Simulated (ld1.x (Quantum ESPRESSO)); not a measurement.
# Building the TM potential for Mo (PBEsol, scalar-relativistic).

The input file (ld1.x (Quantum ESPRESSO) 7.5):

```
&input
   title='Mo', zed=42., rel=1, dft='PBESOL', iswitch=3,
   config='[Kr] 4d5 5s0 5p0',
   nld=3, rlderiv=3.15, eminld=-3.0, emaxld=5.0, deld=0.02
 /
 &inputp
   pseudotype=2, tm=.true., lloc=0,
   nlcc=.true., new_core_ps=.true., rcore=1.40,
   file_pseudopw='Mo.UPF', file_wfcaegen='ae.wfc', file_wfcncgen='nc.wfc', file_beta='beta', file_chi='chi'
 /
3
5P  2  1   0.00   0.00  2.75  2.75  0.0
4D  3  2   5.00   0.00  2.10  2.10  0.0
5S  1  0   0.00   0.00  2.90  2.90  0.0
 &test
   configts(1)='4d5 5s0 5p0'
 /
```

Command:

```bash
ld1.x < Mo.in > Mo.out
```

The program printed (shortened: banner, matrices, multipoles, cross overlaps and the repeated all-electron block are left out):

```
Program LD1 v.7.5
     --------------------------- All-electron run ----------------------------

     Mo
     scalar relativistic calculation

     atomic number is 42.00
     dft =PBESOL   lsd =0 sic =0 latt =0  beta=0.20 tr2=1.0E-14
     Exchange-correlation= PBESOL
                           (   1   4  10   8   0   0   0)
     mesh =1229 r(mesh) = 100.71859 a.u. xmin = -7.00 dx = 0.01250
     1 Ry =  13.60569312 eV, c = 137.03599908

     n l     nl                  e(Ry)          e(Ha)          e(eV)
     1 0     1S 1( 2.00)     -1456.5243      -728.2622    -19817.0227
     2 0     2S 1( 2.00)      -206.1419      -103.0710     -2804.7040
     2 1     2P 1( 6.00)      -184.3768       -92.1884     -2508.5740
     3 0     3S 1( 2.00)       -35.4752       -17.7376      -482.6649
     3 1     3P 1( 6.00)       -28.3440       -14.1720      -385.6399
     4 0     4S 1( 2.00)        -5.2224        -2.6112       -71.0540
     4 1     4P 1( 6.00)        -3.3255        -1.6628       -45.2462
     3 2     3D 1(10.00)       -16.7318        -8.3659      -227.6472
     4 2     4D 1( 5.00)        -0.7654        -0.3827       -10.4142
     5 0     5S 1( 0.00)        -0.7202        -0.3601        -9.7987
     5 1     5P 1( 0.00)        -0.4272        -0.2136        -5.8122

     final scf error:  9.6E-16 reached in  27 iterations

     Etot =   -8092.369957 Ry,   -4046.184978 Ha, -110102.302271 eV

     Ekin =    8343.278267 Ry,    4171.639133 Ha,  113516.083738 eV
     Encl =  -19487.589326 Ry,   -9743.794663 Ha, -265142.160070 eV
     Eh   =    3294.176120 Ry,    1647.088060 Ha,   44819.549384 eV
     Exc  =    -242.235018 Ry,    -121.117509 Ha,   -3295.775322 eV

     normalization and overlap integrals

     s(1S/1S) =  1.000000  <r> =   0.0352  <r2> =    0.0017  r(max) =   0.0229
     s(2S/2S) =  1.000000  <r> =   0.1538  <r2> =    0.0279  r(max) =   0.1303
     s(2P/2P) =  1.000000  <r> =   0.1340  <r2> =    0.0219  r(max) =   0.1041
     s(3S/3S) =  1.000000  <r> =   0.4292  <r2> =    0.2110  r(max) =   0.3819
     s(3P/3P) =  1.000000  <r> =   0.4308  <r2> =    0.2161  r(max) =   0.3771
     s(4S/4S) =  1.000000  <r> =   1.1083  <r2> =    1.3937  r(max) =   0.9874
     s(4P/4P) =  1.000000  <r> =   1.2390  <r2> =    1.7630  r(max) =   1.0777
     s(3D/3D) =  1.000000  <r> =   0.4154  <r2> =    0.2076  r(max) =   0.3206
     s(4D/4D) =  1.000000  <r> =   1.8894  <r2> =    4.3772  r(max) =   1.3838
     s(5S/5S) =  1.000000  <r> =   3.2432  <r2> =   11.9332  r(max) =   2.7866
     s(5P/5P) =  1.000000  <r> =   4.1711  <r2> =   19.8477  r(max) =   3.5336

     ------------------------ End of All-electron run ------------------------

     --------------------- Generating NC pseudopotential ---------------------

      Generating local pot.: lloc=0, matching radius rcloc =   2.9000

      Computing core charge for nlcc:

       r > 1.40 : true rho core
      Core charge pseudized with two Bessel functions
      Integrated core pseudo-charge :  11.95

      Wfc   5P  rcut= 2.752  Using Troullier-Martins method

      Wfc   4D  rcut= 2.090  Using Troullier-Martins method

     ------------------- End of pseudopotential generation -------------------

     Computing logarithmic derivative in   3.13804
     Computing logarithmic derivative in   3.13804
     Computing the partial wave expansion
       no projector for channel:   0
     R is outside the sphere for l=    1 j= 0.00
     R is outside the sphere for l=    2 j= 0.00

     ---------------------- Testing the pseudopotential ----------------------

     Mo
     scalar relativistic calculation

     atomic number is 42.00   valence charge is  6.00
     dft =PBESOL   lsd =0 sic =0 latt =0  beta=0.20 tr2=1.0E-14
     mesh =1229 r(mesh) = 100.71859 xmin = -7.00 dx = 0.01250

     n l     nl             e AE (Ry)        e PS (Ry)    De AE-PS (Ry)
     3 2     4D   1( 5.00)       -0.76543       -0.76543        0.00000
     1 0     5S   1( 0.00)       -0.72019       -0.72020        0.00000
     2 1     5P   1( 0.00)       -0.42719       -0.42719       -0.00000

     eps = 7.7E-16  iter =  4

     Etot =   -8092.369957 Ry,   -4046.184978 Ha, -110102.302271 eV
     Etotps =   -33.578937 Ry,     -16.789469 Ha,    -456.864714 eV

     Ekin =      18.540351 Ry,       9.270176 Ha,     252.254328 eV
     Encl =     -19.148277 Ry,      -9.574138 Ha,    -260.525579 eV
     Ehrt =      12.031889 Ry,       6.015944 Ha,     163.702185 eV
     Ecxc =     -23.823713 Ry,     -11.911856 Ha,    -324.138127 eV
     (Ecc =     -18.159981 Ry,      -9.079990 Ha,    -247.079127 eV)
     Epseu=     -21.179187 Ry,     -10.589594 Ha,    -288.157520 eV

     ---------------------- End of pseudopotential test ----------------------
```

Generation and configuration tests took about 2.2 s on one core of a shared server CPU.

Transferability test of the new file with ld1.x, input:

```
&input
   title='Mo', zed=42., rel=1, dft='PBESOL', iswitch=2,
   config='[Kr] 4d5 5s0 5p0'
 /
 &test
   file_pseudo='Mo.UPF', nconf=8,
   configts(1)='4d5 5s0 5p0',
   configts(2)='4d5 5s1 5p0',
   configts(3)='4d4 5s0 5p0',
   configts(4)='4d3 5s0 5p0',
   configts(5)='4d4 5s1 5p0',
   configts(6)='4d6 5s0 5p0',
   configts(7)='4d5 5s0.5 5p0',
   configts(8)='4d4 5s1 5p1'
 /
```

```bash
ld1.x < Mo.test.in > Mo.test.out
```

Pseudopotential blocks of its output, shortened (energy terms left out):

```
     ---------------------- Testing the pseudopotential ----------------------

     n l     nl             e AE (Ry)        e PS (Ry)    De AE-PS (Ry)
     3 2     4D   1( 5.00)       -0.76543       -0.76543        0.00000
     1 0     5S   1( 0.00)       -0.72019       -0.72020        0.00000
     2 1     5P   1( 0.00)       -0.42719       -0.42719       -0.00000

     eps = 1.1E-15  iter =  4

     Etot =   -8092.369957 Ry,   -4046.184978 Ha, -110102.302271 eV
     Etotps =   -33.578937 Ry,     -16.789468 Ha,    -456.864709 eV

     ---------------------- End of pseudopotential test ----------------------

          ---------------------- Testing the pseudopotential ----------------------

     n l     nl             e AE (Ry)        e PS (Ry)    De AE-PS (Ry)
     3 2     4D   1( 5.00)       -0.27701       -0.27876        0.00175
     1 0     5S   1( 1.00)       -0.30272       -0.30091       -0.00181
     2 1     5P   1( 0.00)       -0.07430       -0.07354       -0.00076

     eps = 6.2E-15  iter = 15

     Etot =   -8092.877416 Ry,   -4046.438708 Ha, -110109.206599 eV
     Etotps =   -34.085407 Ry,     -17.042703 Ha,    -463.755584 eV
     dEtot_ae =      -0.507459 Ry
     dEtot_ps =      -0.506470 Ry,   Delta E=      -0.000989 Ry

     ---------------------- End of pseudopotential test ----------------------

          ---------------------- Testing the pseudopotential ----------------------

     n l     nl             e AE (Ry)        e PS (Ry)    De AE-PS (Ry)
     3 2     4D   1( 4.00)       -1.52975       -1.55437        0.02462  !
     1 0     5S   1( 0.00)       -1.29448       -1.29850        0.00402
     2 1     5P   1( 0.00)       -0.92164       -0.92303        0.00138

     eps = 6.4E-17  iter = 10

     Etot =   -8091.234030 Ry,   -4045.617015 Ha, -110086.847205 eV
     Etotps =   -32.432523 Ry,     -16.216261 Ha,    -441.266949 eV
     dEtot_ae =       1.135926 Ry
     dEtot_ps =       1.146414 Ry,   Delta E=      -0.010488 Ry

     ---------------------- End of pseudopotential test ----------------------

          ---------------------- Testing the pseudopotential ----------------------

     n l     nl             e AE (Ry)        e PS (Ry)    De AE-PS (Ry)
     3 2     4D   1( 3.00)       -2.41670       -2.48325        0.06654  !
     1 0     5S   1( 0.00)       -1.95093       -1.97070        0.01977  !
     2 1     5P   1( 0.00)       -1.50442       -1.51838        0.01395  !

     eps = 5.7E-17  iter =  7

     Etot =   -8089.269817 Ry,   -4044.634908 Ha, -110060.122714 eV
     Etotps =   -30.423665 Ry,     -15.211833 Ha,    -413.935054 eV
     dEtot_ae =       3.100140 Ry
     dEtot_ps =       3.155271 Ry,   Delta E=      -0.055131 Ry

     ---------------------- End of pseudopotential test ----------------------

          ---------------------- Testing the pseudopotential ----------------------

     n l     nl             e AE (Ry)        e PS (Ry)    De AE-PS (Ry)
     3 2     4D   1( 4.00)       -0.93989       -0.95921        0.01932  !
     1 0     5S   1( 1.00)       -0.80928       -0.80711       -0.00217
     2 1     5P   1( 0.00)       -0.49117       -0.48790       -0.00327

     eps = 8.0E-15  iter = 16

     Etot =   -8092.283270 Ry,   -4046.141635 Ha, -110101.122842 eV
     Etotps =   -33.482229 Ry,     -16.741115 Ha,    -455.548939 eV
     dEtot_ae =       0.086686 Ry
     dEtot_ps =       0.096707 Ry,   Delta E=      -0.010021 Ry

     ---------------------- End of pseudopotential test ----------------------

          ---------------------- Testing the pseudopotential ----------------------

     n l     nl             e AE (Ry)        e PS (Ry)    De AE-PS (Ry)
     3 2     4D   1( 6.00)       -0.16973       -0.16646       -0.00327
     1 0     5S   1( 0.00)       -0.25437       -0.25746        0.00310
     2 1     5P   1( 0.00)       -0.05126       -0.05383        0.00257

     eps = 4.0E-16  iter = 10

     Etot =   -8092.820546 Ry,   -4046.410273 Ha, -110108.432848 eV
     Etotps =   -34.026339 Ry,     -17.013169 Ha,    -462.951924 eV
     dEtot_ae =      -0.450589 Ry
     dEtot_ps =      -0.447402 Ry,   Delta E=      -0.003187 Ry

     ---------------------- End of pseudopotential test ----------------------

          ---------------------- Testing the pseudopotential ----------------------

     n l     nl             e AE (Ry)        e PS (Ry)    De AE-PS (Ry)
     3 2     4D   1( 5.00)       -0.51128       -0.51197        0.00069
     1 0     5S   1( 0.50)       -0.50564       -0.50446       -0.00118
     2 1     5P   1( 0.00)       -0.24332       -0.24263       -0.00068

     eps = 2.5E-15  iter =  9

     Etot =   -8092.675935 Ry,   -4046.337967 Ha, -110106.465315 eV
     Etotps =   -33.884648 Ry,     -16.942324 Ha,    -461.024121 eV
     dEtot_ae =      -0.305978 Ry
     dEtot_ps =      -0.305711 Ry,   Delta E=      -0.000267 Ry

     ---------------------- End of pseudopotential test ----------------------

          ---------------------- Testing the pseudopotential ----------------------

     n l     nl             e AE (Ry)        e PS (Ry)    De AE-PS (Ry)
     3 2     4D   1( 4.00)       -0.50889       -0.53073        0.02184  !
     1 0     5S   1( 1.00)       -0.42372       -0.42202       -0.00170
     2 1     5P   1( 1.00)       -0.15409       -0.15214       -0.00196

     eps = 5.8E-16  iter = 14

     Etot =   -8092.600940 Ry,   -4046.300470 Ha, -110105.444959 eV
     Etotps =   -33.797122 Ry,     -16.898561 Ha,    -459.833274 eV
     dEtot_ae =      -0.230983 Ry
     dEtot_ps =      -0.218185 Ry,   Delta E=      -0.012798 Ry

     ---------------------- End of pseudopotential test ----------------------
```
